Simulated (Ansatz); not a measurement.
Reaction (substitution at a C–Si bond): `C=C[SiH2][SiH2]O` + `COCO` → `C=COCOC` + `O[SiH2][SiH3]`

Gas-phase electronic energies from Ansatz, PBE0-D4/def2-TZVP geometries. CCSD(T)/CBS adds triple-zeta CCSD(T) − MP2 to the extrapolated MP2 energy (def2 sets, frozen cores). This one scheme is used for every species. Functionals use def2-TZVPP. B3LYP here is the variant with VWN-RPA as its local correlation; programs differ in this. One conformer a species, not always the lowest.

**Question.** Is it downhill or uphill in electronic energy at CCSD(T)/CBS, and by how much? (Estimate.)

**Answer.** Ansatz gave: Uphill: ΔE = +0.57 eV.

**Question.** What do these levels give: PBE0-D4, B3LYP-D4, ωB97X-V, B2PLYP, r2SCAN, PBE0, B3LYP, HF/def2-TZVPP, SCS-MP2/def2-TZVPP, HF/def2-QZVPP, MP2/def2-QZVPP, HF/CBS(def2)? (Best estimate.)

**Answer.** Computed: PBE0-D4 0.49, B3LYP-D4 0.47, ωB97X-V 0.46, B2PLYP 0.49, r2SCAN 0.44, PBE0 0.48, B3LYP 0.45, HF/def2-TZVPP 0.48, SCS-MP2/def2-TZVPP 0.55, HF/def2-QZVPP 0.48, MP2/def2-QZVPP 0.60, HF/CBS(def2) 0.48 eV.

Largest T1 diagnostic among the species: 0.012.

From PBE to PBE0 (25 % exact exchange), in def2-TZVPP and without D4, ΔE moves by +0.04 eV. In def2-TZVPP, CCSD(T) changes the Hartree–Fock value by +0.04 eV (the triples alone add −0.01 eV) and MP2 by +0.10 eV.
